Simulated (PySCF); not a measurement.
`C#CC#C[SiH2][Si@H](P)OC`: 4 charge schemes on one density

Compound: C5H9OPSi2.
Structure used (GFN2-xTB), in Å, numbered top down from 1:
```xyz
18
C5H9OPSi2 angstrom
C      3.3334   -0.4803    3.8178
C      2.8084   -0.4967    2.7326
C      2.2221   -0.5044    1.5083
C      1.7089   -0.5080    0.4069
Si     0.8688   -0.4721   -1.2369
Si    -1.4439   -0.3572   -0.9381
P     -2.7007    0.0336   -2.7437
O     -1.8691    0.9211   -0.0269
C     -1.4576    1.2084    1.2724
H      3.7905   -0.4687    4.7613
H      1.3131   -1.6751   -1.9564
H      1.4457    0.6965   -1.9262
H     -1.9677   -1.5962   -0.3212
H     -2.1935   -1.0598   -3.4207
H     -1.8092    0.8953   -3.3576
H     -1.7312    0.3978    1.9512
H     -0.3741    1.3455    1.3165
H     -1.9526    2.1265    1.5889
```

Density: PBE0/pcSseg-1 (PySCF); schemes: Mulliken, IAO, Hirshfeld and ESP-fitted. Geometry: GFN2-xTB, one conformer, isolated molecule.

Problem. At which atom do the 4 schemes differ most?

Solution. At Si5: from -0.008 (ESP-fitted) to +0.426 e (IAO), 0.434 e apart.

Problem. Which atoms carry the highest charge in the Mulliken, IAO, Hirshfeld and ESP-fitted schemes?

Solution. All schemes agree: Mulliken Si6 (+0.522); IAO Si6 (+0.713); Hirshfeld Si6 (+0.284); ESP-fitted Si6 (+0.449).

Problem. Tabulate the Mulliken, IAO, Hirshfeld and ESP-fitted charges.

Solution. In e:

| atom | environment | Mulliken | IAO | Hirshfeld | ESP-fitted |
| --- | --- | --- | --- | --- | --- |
| C1 | terminal alkyne carbon | -0.422 | -0.187 | -0.067 | -0.441 |
| C2 | alkyne carbon | +0.231 | -0.029 | -0.035 | +0.196 |
| C3 | alkyne carbon | +0.241 | -0.025 | -0.027 | -0.173 |
| C4 | alkyne carbon | -0.421 | -0.300 | -0.130 | -0.018 |
| Si5 | SiH2 silicon | +0.338 | +0.426 | +0.252 | -0.008 |
| Si6 | oxygen-bound silicon | +0.522 | +0.713 | +0.284 | +0.449 |
| P7 | three-coordinate phosphorus | -0.194 | -0.071 | -0.006 | -0.354 |
| O8 | silyl ether oxygen | -0.628 | -0.635 | -0.228 | -0.267 |
| C9 | methoxy carbon | -0.013 | -0.197 | -0.034 | -0.237 |
| H10 | alkyne hydrogen | +0.060 | +0.213 | +0.102 | +0.325 |
| H11 | Si–H hydrogen | -0.049 | -0.090 | -0.067 | -0.008 |
| H12 | Si–H hydrogen | -0.041 | -0.090 | -0.066 | -0.001 |
| H13 | Si–H hydrogen | -0.064 | -0.134 | -0.084 | -0.074 |
| H14 | P–H hydrogen | +0.042 | -0.012 | -0.013 | +0.114 |
| H15 | P–H hydrogen | +0.057 | -0.004 | -0.008 | +0.129 |
| H16 | methyl hydrogen | +0.102 | +0.131 | +0.042 | +0.110 |
| H17 | methyl hydrogen | +0.118 | +0.134 | +0.034 | +0.128 |
| H18 | methyl hydrogen | +0.122 | +0.156 | +0.051 | +0.129 |

Mean size of the charges over all atoms: Mulliken 0.204 e, IAO 0.197 e, ESP-fitted 0.176 e, Hirshfeld 0.085 e. Each set sums to the total charge, 0, to within 0.001 e. The ESP scheme is a least-squares fit of atom-centred charges to the potential on four shells outside the van der Waals surface, with the total charge fixed. The Hirshfeld scheme divides the density at each point in proportion to the densities of the neutral, spherically averaged free atoms.

Problem. How many electrons does the Mulliken scheme count on C3?

Solution. Z − q = 6 − (+0.241) = 5.759.

Problem. How closely do the schemes follow one another over all atoms?

Solution. Correlation coefficient and root-mean-square difference: IAO with Hirshfeld 0.97, 0.167 e; Mulliken with IAO 0.88, 0.138 e; Mulliken with Hirshfeld 0.82, 0.188 e; IAO with ESP-fitted 0.69, 0.205 e; Mulliken with ESP-fitted 0.68, 0.204 e; Hirshfeld with ESP-fitted 0.58, 0.182 e.

Problem. Sum the charges by element, for elements with more than one atom.

Solution. 
```tsv
element	atoms	Mulliken	IAO	Hirshfeld	ESP-fitted
C	5	-0.384	-0.738	-0.293	-0.672
Si	2	+0.860	+1.140	+0.536	+0.441
H	9	+0.347	+0.304	-0.010	+0.851
```

The run behind these numbers computed NMR shieldings as well. The run took 2.6 min of wall time (with the writing of density and orbital grids) on an AMD EPYC with one thread, no GPU (shared host), and the process peaked at 1.1 GiB of memory.
